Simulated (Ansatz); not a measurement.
All numbers were calculated with Ansatz.

Basis-set series for C₂H₄SSi, SMILES `S=C1C[SiH2]1`. Charge 0, multiplicity 1. Geometry: relaxed with PBE0-D4/def2-TZVP.

| functional | basis | functions | energy (Eh) | HOMO (eV) | LUMO (eV) |
| --- | --- | --- | --- | --- | --- |
| PBE0-D4 | def2-TZVPP | 202 | -765.91898 | -5.98 | -2.55 |
| PBE0-D4 | def2-QZVPP | 374 | -765.94514 | -6.02 | -2.59 |
| ωB97M-V | def2-TZVPP | 202 | -766.18982 | -8.07 | -0.40 |
| ωB97M-V | def2-QZVPP | 374 | -766.21436 | -8.11 | -0.47 |

Task: Give the rows for def2-SVP. (Best estimate.)

Result: The calculation gave: 
```json
{"functional": "PBE0-D4", "basis": "def2-SVP", "functions": "84", "energy (Eh)": "-765.59348", "HOMO (eV)": "-5.85", "LUMO (eV)": "-2.41"}
{"functional": "ωB97M-V", "basis": "def2-SVP", "functions": "84", "energy (Eh)": "-765.86095", "HOMO (eV)": "-7.91", "LUMO (eV)": "-0.19"}
```
